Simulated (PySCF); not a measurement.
A search over the determinants of GeAs⁺

Unrestricted PBE0; PySCF, no relativity, basis sets Ge def2-TZVPPD, As def2-TZVPPD. Outer shells of the fragments: Ge+ 3d10 4s2 4p1; As 3d10 4s2 4p3.

Followed along the bond (rough minima from three points):

| 2Ms+1 | unpaired | ⟨S²⟩ at the start | R at minimum (Å) | Te (eV) |
| --- | --- | --- | --- | --- |
| 3 | π ↑↑ | 2.01 | 2.41 | 0.00 |
| 1 | π ↑↓ | 1.01 | 2.41 | 0.26 |
| 3 | σ ↑, π ↑ | 2.10 | 2.27 | 0.53 |
| 1 | σ ↓, π ↑ | 1.09 | 2.26 | 0.75 |
| 1 | none | 0.00 | 2.42 | 1.06 |

Solutions found at the starting distance of 2.435 Å, counted from the lowest of them; the search is not exhaustive and high or unbound solutions are not listed, so other states can lie among these:

| 2Ms+1 | unpaired | term | E (eV) | ⟨S²⟩ | ⟨Lz²⟩ | μ (D) |
| --- | --- | --- | --- | --- | --- | --- |
| 3 | π ↑↑ | ³Σ⁻ | 0.00 | 2.01 | 0.00 | -1.55 |
| 1 | π ↑↓ | mixed | 0.26 | 1.01 | 2.02 | -1.43 |
| 3 | σ ↑, π ↑ | ³Π | 0.70 | 2.10 | 1.00 | -1.75 |
| 1 | σ ↓, π ↑ | mixed | 0.94 | 1.09 | 1.00 | -1.81 |
| 1 | none | mixed | 1.06 | 0.00 | 2.00 | -1.08 |
| 5 | σ ↑, π ↑↑↑ | ⁵Π | 1.68 | 6.00 | 1.00 | -0.45 |
| 3 | σ ↑, π ↑↑↓ | mixed | 2.27 | 3.02 | 3.03 | -0.48 |
| 3 | σ ↓, π ↑↑↑ | mixed | 2.37 | 3.02 | 1.01 | -0.37 |
| 3 | π ↑↑ | mixed | 2.91 | 2.01 | 2.01 | 1.37 |
| 5 | σ ↑↑, π ↑↑ | ⁵Σ⁻ | 4.69 | 6.00 | 0.00 | -0.89 |
| 5 | π ↑↑↑↑ | ⁵Σ⁺ | 5.18 | 6.03 | 0.00 | 1.23 |
| 3 | σ ↑↑, π ↑↓ | mixed | 5.40 | 3.01 | 2.02 | -0.83 |
| 1 | σ ↓↓, π ↑↑ | mixed | 5.60 | 2.01 | 0.00 | -0.98 |
| 1 | σ ↓, π ↑ | mixed | 6.30 | 1.01 | 1.01 | 0.34 |

A term symbol is given only where ⟨S²⟩ and ⟨Lz²⟩ are close to those of a pure state; real π, δ and φ orbitals otherwise mix terms. A positive dipole points towards As; it is taken about the centre of mass and depends on that origin.

Spin–orbit coupling is left out.
